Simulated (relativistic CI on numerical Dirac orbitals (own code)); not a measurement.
Sensitivity of the levels of Re LIX to α and to the nuclear radius

Computed by Dirac-Coulomb-Breit CI, separate exchange-only KLI orbitals for each configuration, derivatives by finite differences, unscaled Slater integrals, QED left out (own radial code, finite nucleus).

CI space (outside the closed core [Ne]): 3s²3p⁵, 3s²3p⁴3d, 3s3p⁶, 3s3p⁵3d, 3s3p⁴3d², 3p⁶3d, 3p⁵3d², 3p⁴3d³. Double excitations out of closed p, d and f shells are left out; levels of such configurations are missing from the list, as are those of other unlisted configurations, and high levels can miss mixing partners.

With x = (α/α₀)² − 1 an excitation energy changes as ω = ω₀ + qx; K = 2q/ω₀ is the relative enhancement. Terms are leading LS components, so labels can repeat. The field-shift factor is F = δν/δ⟨r²⟩ for the transition from the lowest level.

Lowest level 3s²3p⁵ ²P°3/2.

```csv
Level,ω₀ (cm⁻¹),q (cm⁻¹),F (GHz/fm²)
3s²3p⁴3d ⁴D3/2,1908898,129200,10.4
3s²3p⁴3d ⁴D5/2,1960623,142600,12.1
3s²3p⁴3d ⁴P1/2,1968237,143500,-10.2
3s²3p⁴3d ²F7/2,1990632,118400,13.9
3s²3p⁴3d ²D3/2,2162525,143900,12.2
3s²3p⁴3d ²F7/2,2599821,815900,30
3s²3p⁴3d ⁴F9/2,2620891,806600,35.2
3s²3p⁴3d ²P1/2,2677180,857500,-64.8
3s²3p⁴3d ²D5/2,2863746,830400,27.9
3s²3p⁴3d ²P3/2,2926329,845100,29.4
3s²3p⁴3d ²D5/2,2965757,850100,19.4
3s²3p⁵ ²P°1/2,2995781,3.679e+06,-553
3s3p⁶ ²S1/2,4567385,3.986e+06,-6410
3s²3p⁴3d ⁴D1/2,4808905,3.806e+06,-711
3s²3p⁴3d ⁴F3/2,4896026,3.8e+06,-532
3s²3p⁴3d ⁴F5/2,4963035,3.782e+06,-528
3s²3p⁴3d ²G7/2,4976292,3.775e+06,-528
3s²3p⁴3d ²D5/2,5246733,3.791e+06,-539
3s²3p⁴3d ²P3/2,5270674,3.809e+06,-535
3s²3p⁴3d ²P1/2,5328770,3.892e+06,-2100
3s²3p⁴3d ⁴D7/2,5534126,4.479e+06,-515
3s²3p⁴3d ²P3/2,5606925,4.489e+06,-522
3s²3p⁴3d ²F5/2,5641301,4.49e+06,-519
```

At this charge energies of transitions that change n are usually good to better than 1 %, and those within a shell (Δn = 0) to a few per cent.

**Question.** Which transition from the lowest level has the largest |K|?

**Answer.** 3s²3p⁵ ²P°1/2 at 2995781 cm⁻¹, K = 2.46.
